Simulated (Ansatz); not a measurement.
A nudged elastic band was laid between two geometries of CH₇FOSeSi₂ (13 atoms, charge 0, multiplicity 1).

Method: RHF/def2-SVP (Ansatz).

```
movable images  : 7
climbing image  : yes
spring          : 5.0 eV/Å²
optimiser       : quadratic models (default)
start path      : IDPP
force threshold : 0.05 eV/Å
iteration limit : 60
end points      : relaxed
```

Initial state:

```xyz
13
Properties=species:S:1:pos:R:3
C -2.181 0.341 -1.082
Se -1.622 -1.007 0.233
Si 0.649 -0.906 -0.132
O 1.361 -2.276 0.449
Si 1.430 1.018 0.997
F 2.974 1.330 0.617
H -1.868 0.046 -2.080
H -3.267 0.374 -1.040
H -1.785 1.322 -0.833
H 0.899 -0.851 -1.584
H 1.429 -2.445 1.375
H 0.636 2.211 0.636
H 1.366 0.808 2.460
```

Final state:

```xyz
13
Properties=species:S:1:pos:R:3
C -2.428 -0.335 0.046
Se -1.022 -1.650 0.434
Si 0.711 -0.612 -0.658
O 2.010 -1.629 -0.686
Si 1.351 1.365 0.476
F 2.252 0.855 1.728
H -2.558 -0.219 -1.027
H -3.345 -0.733 0.475
H -2.208 0.623 0.510
H 0.316 -0.333 -2.053
H 2.519 -1.765 0.099
H 2.204 2.253 -0.343
H 0.218 2.146 1.014
```

What changes between the two ends?

No bond is made or broken. The dihedral Se2–Si3–Si5–H12 goes from -51 to -165°.

Give the energies along the band, and the barrier.

The run converged. The highest image is number 4 of 0 to 8, 0.029 eV above the first end and 0.027 eV above the last; the last end lies 0.003 eV above the first. A vibrational analysis at the climbing image gives no mode beyond 40i cm⁻¹: the surface is too flat there to confirm a saddle point.

```tsv
image	path coordinate (Å)	energy (eV)	dihedral Se2–Si3–Si5–H12 (°)
0	0.00	0.000	-51
1	0.80	0.009	-63
2	1.59	0.007	-73
3	2.39	0.021	-93
4	3.19	0.029	-113
5	3.79	0.026	-128
6	4.40	0.017	-141
7	5.00	0.007	-153
8	5.60	0.003	-165
```

What is the geometry of the highest image?


```xyz
13
Properties=species:S:1:pos:R:3
C -2.571 -0.200 -0.392
Se -1.335 -1.396 0.555
Si 0.617 -0.647 -0.374
O 1.743 -1.844 -0.227
Si 1.538 1.231 0.748
F 3.088 0.795 0.994
H -2.460 -0.312 -1.467
H -3.573 -0.504 -0.100
H -2.418 0.837 -0.101
H 0.332 -0.328 -1.791
H 2.586 -1.638 0.148
H 1.541 2.479 -0.045
H 0.932 1.492 2.068
```

The band took 31 iterations and roughly 18 core-minutes.

Time of the run: 9.4 min on 2 threads of Arm Neoverse V2 (shared host), peak memory 0.4 GiB.
